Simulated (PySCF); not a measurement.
C2H10AlN.
Geometry (PBE0-D3(BJ)/def2-SVP, Å), atoms numbered from 1 in this order:
```
atom  x, y, z in Å
C1     1.6423    0.7331   -0.1713
C2     1.0452   -0.6556   -0.4023
Al3   -0.6181   -1.0491    0.6139
N4    -1.8404    0.5015   -0.0282
H5     0.9608    1.5430   -0.4930
H6     2.5866    0.9007   -0.7188
H7     1.8556    0.9120    0.8961
H8     0.8731   -0.8216   -1.4829
H9     1.7913   -1.4229   -0.1219
H10   -0.6090   -0.7023    2.1883
H11   -1.5153   -2.2976    0.1337
H12   -2.7486    0.4738    0.4368
H13   -1.4200    1.4095    0.1758
H14   -2.0100    0.4600   -1.0340
```

Jobs on this species (14 atoms, 42 electrons) with PySCF (density fitting). Hardware of each: one thread of an Arm Neoverse N1, no GPU, shared host. The host was shared with other jobs, so the times are rough. Peak memory is the resident size of the whole Python process, interpreter and libraries included.

Question: Rank these jobs by wall time, shortest first.
A. PBE0-D3(BJ)/def2-SVP, grid level 1; geometry optimisation from a GFN2-xTB start shaken at random; 110 basis functions
B. PBE0/6-311+G(2d,p); shieldings, charges and field gradients; 176 basis functions
C. PBE0/IGLO-III; shieldings, charges and field gradients; 249 basis functions
D. PBE0/cc-pVDZ; shieldings, charges and field gradients; 110 basis functions
E. PBE0/pcSseg-0; shieldings, charges and field gradients; 60 basis functions

Answer: E (7.8 s), D (15 s), B (28 s), C (46 s), A (1.7 min).

All jobs:

```
                level and settings                                                                work  basis functions  SCF cycles  wall time  peak memory
                     PBE0/pcSseg-0                             shieldings, charges and field gradients               60          10      7.8 s     0.41 GiB
                       PBE0/6-31G*                             shieldings, charges and field gradients               80          12       11 s     0.48 GiB
                      PBE0/cc-pVDZ                             shieldings, charges and field gradients              110          12       15 s     0.61 GiB
                PBE0/6-311+G(2d,p)                             shieldings, charges and field gradients              176          12       28 s     0.88 GiB
                  PBE0/aug-cc-pVDZ                             shieldings, charges and field gradients              186          12       32 s     0.87 GiB
                    PBE0/def2-TZVP                             shieldings, charges and field gradients              190          12       33 s     0.92 GiB
                    PBE0/def2-TZVP  10 singlets by full TDDFT, 4 Tamm–Dancoff triplets, polarisability              190          12       35 s     0.78 GiB
                     PBE0/IGLO-III                             shieldings, charges and field gradients              249          12       46 s     0.94 GiB
PBE0-D3(BJ)/def2-SVP, grid level 1        geometry optimisation from a GFN2-xTB start shaken at random              110          93    1.7 min     0.46 GiB
```

Question: What do all jobs in the table cost together?

Answer: About 5.2 min; the longest takes about 33 % of that, and about 13 times as long as the shortest.
